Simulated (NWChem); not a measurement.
System: C₃H₉N; SMILES CCCN

Input file for NWChem:

```
start job
memory heap 200 mb stack 900 mb global 1100 mb
geometry units angstroms
  C     -0.130242    -1.913272    -0.006756
  C      0.517724    -0.539106    -0.039607
  C     -0.483556     0.604462     0.020838
  N      0.184499     1.888437    -0.067101
  H      0.621839    -2.715669    -0.043559
  H     -0.724360    -2.059267     0.910073
  H     -0.808597    -2.057353    -0.863348
  H      1.124177    -0.415550    -0.952138
  H      1.222499    -0.441131     0.806550
  H     -1.114401     0.475412     0.929208
  H     -1.173376     0.516339    -0.837267
  H      0.769505     2.035109     0.754323
  H     -0.494242     2.646495    -0.067404
end
basis spherical
  * library 3-21g
end
dft
  xc hfexch
  iterations 150
end
driver
  maxiter 120
end
task dft optimize
task dft freq
```

The level has its own optimisation; frequencies are unscaled. Brackets give each atom's bonded neighbours.

### Question
Predict the main results of this run. (Hartree-Fock/3-21G.) Quantities: r C–C [C(CCHH)–C(CHHH)] (Å); r C–H [C(CHHH)–H(C)] (Å); r C–C [C(CCHH)–C(CHHN)] (Å); r C–N (Å); highest harmonic frequency (cm⁻¹); lowest (cm⁻¹); zero-point energy (kcal/mol); dipole (D).

### Answer
```
Quantity                           Value
---------------------------------  -----
r C–C [C(CCHH)–C(CHHH)] (Å)        1.539
r C–H [C(CHHH)–H(C)] (Å)           1.085
r C–C [C(CCHH)–C(CHHN)] (Å)        1.535
r C–N (Å)                          1.473
highest harmonic frequency (cm⁻¹)   3765
lowest (cm⁻¹)                        140
zero-point energy (kcal/mol)        81.2
dipole (D)                          1.32
```
